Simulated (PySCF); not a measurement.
Cartesian coordinates (Å):
```xyz
9

Zn     0.0000     0.0000     0.0000
C      0.6562    -1.5773    -0.9342
H      1.0140    -2.3509    -0.2227
H      1.5031    -1.3274    -1.6073
H     -0.1381    -2.0400    -1.5569
C     -0.6562     1.5773     0.9342
H      0.1749     2.1505     1.3961
H     -1.3629     1.3037     1.7457
H     -1.1910     2.2641     0.2449
```
Charge 0, spin multiplicity 1.

Predict the HOMO, charge on the central atom (meta-Löwdin) and charge on the central atom (Mulliken) from TPSSh-D3(BJ)/def2-TZVP // PBE-D3(BJ)/def2-SVP (PySCF).


```yaml
HOMO: -6.51 eV
charge on the central atom (meta-Löwdin): 1.04 e
charge on the central atom (Mulliken): 0.36 e
```
